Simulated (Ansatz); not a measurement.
Geometry optimisation, RKS PBE0-D4/def2-SVP in Ansatz 0.2.0.

The input (input.yaml):

```yaml
crystal:
  periodic: [false, false, false]
  atoms:
    - { symbol: C, position_ang: [-0.6523, 1.0402, -0.4311] }
    - { symbol: S, position_ang: [-0.8926, -0.11, 0.9137] }
    - { symbol: Sb, position_ang: [0.6402, -1.7155, -0.1015] }
    - { symbol: H, position_ang: [-0.9429, 0.6314, -1.4035] }
    - { symbol: H, position_ang: [0.3597, 1.4035, -0.5331] }
    - { symbol: H, position_ang: [-1.3388, 1.9858, -0.243] }
    - { symbol: H, position_ang: [2.0806, -0.7017, 0.3241] }
    - { symbol: H, position_ang: [0.8384, -2.5908, 1.4188] }
basis:
  gaussian: { orbitals: def2-SVP }
hamiltonian:
  xc: pbe0
  dispersion: d4
relax:
  f_tol: 0.015
  max_steps: 40
```

Run as:

```bash
$ ansatz run input.yaml --threads 1 --pin off --max-ram 2048MiB --backend cpu --events-out ev --progress --plain --runs-dir out
```

Task: Where does it end, and by what steps?

Result: The forces met the threshold. The force dipped under the threshold on the way, but the program's further checks kept it going. After 22 steps the energy has fallen by 0.284 eV; H7 moved furthest, 1.00 Å.

```
step  energy less start (eV)  largest force component (eV/Å)  accepted
   0                  0.0000                           2.286       yes
   1                 -0.1153                           1.358       yes
   2                 -0.2279                           0.559       yes
   3                 -0.2521                           0.075       yes
   4                 -0.2609                           0.222       yes
   5                 -0.2656                           0.177       yes
   6                 -0.2749                           0.066       yes
   7                 -0.2659                           0.368        no
   8                 -0.2777                           0.040       yes
   9                 -0.2796                           0.075       yes
  10                 -0.2807                           0.081       yes
  11                 -0.2817                           0.069       yes
  12                 -0.2822                           0.071       yes
  13                 -0.2829                           0.056       yes
  14                 -0.2835                           0.017       yes
  15                 -0.2836                           0.005       yes
  16                 -0.2837                           0.041       yes
  17                 -0.2838                           0.028       yes
  18                 -0.2839                           0.002       yes
  19                 -0.2840                           0.017       yes
  20                 -0.2837                           0.043        no
  21                 -0.2840                           0.012       yes
  22                 -0.2840                           0.014       yes
```

```xyz
8
Properties=species:S:1:pos:R:3
C -0.806 1.151 -0.520
S -0.297 0.238 0.971
Sb 1.115 -1.481 -0.046
H -1.375 0.523 -1.219
H 0.049 1.606 -1.042
H -1.464 1.958 -0.166
H 2.404 -1.288 1.073
H 0.466 -2.765 0.894
```

Whether the end is a true minimum wasn't checked by a vibrational analysis.

Run time: 56 s on 1 thread of Intel(R) Xeon(R) 6975P-C (Granite Rapids) (shared host), peak memory 0.19 GiB.
